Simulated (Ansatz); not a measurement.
(1) Predict a relaxed structure of SnCl2 (the lowest singlet isomer of a short search), charge 0, singlet, at r2SCAN-D4/def2-TZVP (Ansatz).

Results:

(1) 
Cartesian coordinates in Å:
```
Sn -0.968 0.352 -0.074
Cl 1.102 1.500 -0.085
Cl -0.134 -1.852 0.159
```
Point group C2v (tolerance 0.1 Å). This is one stationary point.

In the def2 sets Sn takes a core potential; there is no spin–orbit coupling. The structure comes from a short search, and lower isomers may exist.
